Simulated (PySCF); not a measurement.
## Adding and removing an electron: CsAs

UHF-MP2; Cs def2-SVP with ECP46, As def2-SVP; scalar-relativistic core potentials (PySCF 2.14). Neutral (UHF): triplet (π ↑↑), Re = 3.489 Å, ωe = 112 cm⁻¹, De = 0.58 eV.

CsAs⁺ (UHF): quartet (σ ↑, π ↑↑), Re = 4.087 Å, ωe = 40.3 cm⁻¹, De = 0.12 eV to Cs⁺ + As. The energies at the minima are -2254.00970 hartree for CsAs and -2253.85567 for CsAs⁺.

**Question.** Work out the adiabatic ionisation energy, without and with harmonic zero-point energies (1 hartree = 27.2114 eV, 1 eV = 8065.5 cm⁻¹), and the change of the bond length.

**Answer.** At UHF-MP2: 0.15403 hartree = 4.191 eV between the minima; the zero-point term (40.3 − 112.0)/2 cm⁻¹ = -0.004 eV makes it 4.187 eV. Re changes by +59.8 pm against the neutral. The electron leaves a σ orbital, and the ion is left as a loose complex of an ion and an atom.

Correlated steps freeze 9 core orbitals. Weak bonds: CsAs⁺. Basis-set superposition, not corrected here, can be much of De in a small basis, most of all at correlated wavefunction levels. Spin–orbit coupling is left out, which matters for elements this heavy, above all for dissociation energies. For an ion De counts to the pair picked by the measured ionisation energies or electron affinities, which need not be the lowest pair at this level. States were picked by a PBE0 search and need not be the measured ground states.
